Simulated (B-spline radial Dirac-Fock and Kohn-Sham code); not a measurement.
Cd⁵⁺: eigenvalues, ΔSCF and the reference

System: cadmium as Cd⁵⁺, 1s2 2s2 2p6 3s2 3p6 3d10 4s2 4p6 4d7.

The density-functional columns are spherical, spin-unpolarised Dirac-Kohn-Sham results without Breit or QED terms: −ε is minus the orbital energy of the initial state and ΔSCF the difference of two total energies. The reference in the last column comes from relaxed Dirac-Fock hole states (ΔSCF) with Breit and QED corrections and a finite nucleus. All numbers are from a radial B-spline solver, in eV; a selection of levels is shown. For the 1s level of heavy atoms much of the gap between ΔSCF and the reference is the Breit and QED part, -84.0 eV here; for other levels the error of the functional can be larger.

```
level   PBE −ε  PBE ΔSCF   LDA −ε  LDA ΔSCF  Dirac-Fock
    K  26584.3   26908.2  26552.1   26875.0     26799.5
   L1   4011.0    4069.9   4007.2    4066.3      4114.2
   L2   3739.3    3812.1   3738.0    3810.9      3817.7
   L3   3546.8    3615.8   3545.9    3614.9      3627.9
   M1    809.1     831.1    807.9     829.9       861.5
   M2    700.2     722.8    699.9     722.5       742.5
   M3    665.8     687.7    665.5     687.5       707.7
   M5    466.3     489.9    466.7     490.3       491.8
   N1    178.7     189.7    178.6     189.6       198.8
   N2    143.1     153.8    143.2     153.9       157.7
   N3    137.0     147.4    137.0     147.4       151.5
 N4,5    80.34     89.69    80.54     89.87       88.20
```

Q: Order the estimates of the K (1s) level by their distance from the Dirac-Fock value, nearest first.
A. PBE −ε
B. LDA ΔSCF
C. LDA −ε
D. PBE ΔSCF

A: B (75.5 eV), D (108.7 eV), A (215.2 eV), C (247.4 eV).

Values without a named source are computed, but for edge energies of neutral atoms, which are taken from tables.
